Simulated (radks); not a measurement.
Yb2+, 68 electrons, occupied as [Kr] 4d10 4f14 5s1 5p6 5f1 (not the ground configuration).

Method: scalar-relativistic Kohn-Sham, LDA (Slater exchange, Perdew-Wang correlation), spin-polarised, spherical densities, point nucleus; open shells are filled with parallel spins first (spin-orbit coupling, left out, can overturn this in heavy ions); computed with a radial shooting solver on a logarithmic mesh with Libxc functionals.

Energy parts (hartree):
part                       energy
total                 -14047.9194
kinetic                15307.0639
electron-nucleus      -34529.4225
Hartree                 5457.7997
exchange-correlation    -283.3606

Orbitals (lengths in bohr, moments of r in powers of bohr; <r^-3> diverges for s and p1/2):
orbital  occ.  eigenvalue (hartree)       <r^4>      <r^2>   <r^-3>
1s up       1             -2249.724   7.568e-07  0.0005304        -
1s down     1             -2249.718   7.568e-07  0.0005304        -
2s up       1             -381.9745   0.0001163   0.008218        -
2s down     1             -381.9714   0.0001163   0.008218        -
2p up       3             -336.8852  0.00008926   0.006718    15970
2p down     3             -336.8821  0.00008926   0.006718    15960
3s up       1             -86.77751    0.004357    0.05378        -
3s down     1             -86.77451    0.004357    0.05378        -
3p up       3             -73.18764    0.004622    0.05427     3481
3p down     3             -73.18459    0.004622    0.05426     3481
3d up       5             -56.61600    0.003600    0.04513    457.9
3d down     5             -56.61301    0.003600    0.04512    457.9
4s up       1             -17.79420      0.1058     0.2695        -
4s down     1             -17.78870      0.1057     0.2694        -
4p up       3             -13.33474      0.1411     0.3067    791.1
4p down     3             -13.32834      0.1409     0.3064    791.4
4d up       5              -7.46557      0.2194     0.3658    87.37
4d down     5              -7.45698      0.2184     0.3652    87.48
5s up       1              -2.95832       3.770      1.595        -
5s down     0              -2.92606       3.799      1.600        -
5p up       3              -1.91347       7.537      2.213    103.5
5p down     3              -1.88434       7.650      2.228    102.7
4f up       7              -1.04841       1.664     0.7592    12.51
4f down     7              -1.03293       1.640     0.7531    12.59
5d up       0              -0.75031       45.38      5.119    5.367
6s up       0              -0.73484       148.3      10.09        -
5d down     0              -0.73001       45.03      5.122    5.264
6s down     0              -0.71528       143.2      9.918        -
6p up       0              -0.52823       350.6      15.55    14.14
6p down     0              -0.50324       344.9      15.35    14.80
5f up       1              -0.23701        1851      35.27   0.1187
5f down     0              -0.21343        2241      38.31   0.1122
6f up       0              -0.12621       18830      114.3  0.08145
6f down     0              -0.11874       23010      126.2  0.07507

The highest occupied level is 5f up at -6.449 eV. The configuration is held as typed, so some empty levels lie below it. The density falls to 0.001 e/bohr^3 at r = 3.80 bohr. Summed over all electrons, <r^2> = 67.75 bohr^2, which gives a Langevin (diamagnetic) susceptibility term of -53.7 x 10^-6 cm^3/mol.
